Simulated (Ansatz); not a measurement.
Ideal-gas functions of CH4F2Ge, SMILES `[CH3][GeH]([F])[F]` at 800 K and 1 bar, from an Ansatz frequency run at PBE0-D4/def2-TZVP.

Molar mass 126.65 g/mol, point group Cs (symmetry number 1), electronic degeneracy 1, moments of inertia 91.0, 97.769, 151.811 u Å². Harmonic wavenumbers (cm⁻¹, unscaled): 99, 181, 214, 245, 629, 681, 697, 719, 727, 826, 848, 1272, 1447, 1447, 2197, 3071, 3167, 3171.

Use S(trans) = R[1.5 ln M + 2.5 ln T − 1.1517]; rotational temperatures θ = 24.2544 K / I; S(rot) = R[ln(√π/σ · √(T³/θAθBθC)) + 1.5]; for each mode x = 1.438777 ν̃/T, S = R[x/(eˣ − 1) − ln(1 − e⁻ˣ)] and H = RT x/(eˣ − 1); 1 cm⁻¹ = 0.0119627 kJ/mol; R = 8.31446 J/(mol·K).

Problem. By hand: the entropy, in J/(mol·K).

Solution. Translation 189.8. Rotation: θ = 0.2665, 0.2481, 0.1598 K, giving 119.5. Vibration, mode by mode: 22.67, 17.68, 16.30, 15.20, 7.72, 7.13, 6.96, 6.73, 6.65, 5.75, 5.57, 3.04, 2.37, 2.37, 0.81, 0.22, 0.19, 0.19, in all 127.5. Electronic 0.0. Sum 436.8 J/(mol·K).

Problem. By hand: H − E and G − E in kJ/mol, counted from the electronic energy.

Solution. Zero-point energy ½ × 21638 × 0.0119627 = 129.4; thermal vibration 50.4; translation, rotation and pV give 4 RT = 26.6. H − E = 206.4 kJ/mol, and G − E = 206.4 − 800 × 436.8/1000 = -143.0 kJ/mol.

Vibration gives 29 % of the entropy, 22.7 J/(mol·K) of it from the mode under 150 cm⁻¹: soft modes count most, and the harmonic formula is weakest for them.
